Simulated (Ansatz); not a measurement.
Reaction (formal loss of a carbene): `C[SiH]1BCC1` → `B1CC[SiH2]1` + `[CH2]` (triplet)

Calculated with Ansatz (gas phase, PBE0-D4/def2-TZVP geometries, no zero-point term in ΔE). CCSD(T)/CBS adds triple-zeta CCSD(T) − MP2 to the extrapolated MP2 energy (def2 sets, frozen cores). This one scheme is used for every species. Triplets are unrestricted, without spin–orbit coupling.

`C[SiH]1BCC1`:

```xyz
14

C    -0.838    0.924   -1.655
Si    0.615    0.155   -0.743
B     0.899    0.794    1.158
C     0.028   -0.440    1.593
C     0.125   -1.344    0.330
H    -1.151    0.283   -2.483
H    -1.693    1.060   -0.988
H    -0.569    1.901   -2.065
H     1.735   -0.046   -1.713
H     1.449    1.606    1.840
H    -0.989   -0.006    1.648
H     0.189   -0.921    2.564
H    -0.765   -1.931    0.095
H     0.967   -2.035    0.421
```

`B1CC[SiH2]1`:

Z-matrix (Å, degrees):
```
C
C 1 1.555
B 1 1.572 2 101.2
H 1 1.095 2 116.9 3 -132.4
H 1 1.106 2 109.2 3 108.3
Si 2 1.906 1 90.7 3 -21.4
H 2 1.093 1 110.3 3 90.2
H 2 1.091 1 116.1 3 -146.5
H 3 1.193 1 129.7 2 -156.8
H 6 1.492 2 119.4 1 141.1
H 6 1.493 2 111.5 1 -92.1
```

`[CH2]` (triplet):

Z-matrix (Å, degrees):
```
C
H 1 1.079
H 1 1.079 2 134.9
```

```
          species  MP2/CBS(def2) energy (Eh)
    `C[SiH]1BCC1`                 -433.31764
    `B1CC[SiH2]1`                 -394.05834
`[CH2]` (triplet)                  -39.07245
```

Task: Work out ΔE.

Result: ΔE = (-394.05834) + (-39.07245) − (-433.31764) = 0.18685 Eh = +490.6 kJ/mol. CCSD(T)/CBS gives +475.1 kJ/mol.

Largest T1 diagnostic among the species: 0.012.

From PBE to PBE0 (25 % exact exchange), in def2-TZVPP and without D4, ΔE moves by −7.2 kJ/mol. In def2-TZVPP, CCSD(T) changes the Hartree–Fock value by +139.7 kJ/mol (the triples alone add +11.6 kJ/mol) and MP2 by +155.2 kJ/mol. The D4 term adds +11.2 kJ/mol with B3LYP and +6.3 kJ/mol with PBE0; it sums over pairs of atoms, weighted by their polarisabilities, and B3LYP, whose exchange is more repulsive, gets the larger term.

B3LYP here is the variant with VWN-RPA as its local correlation; programs differ in this.
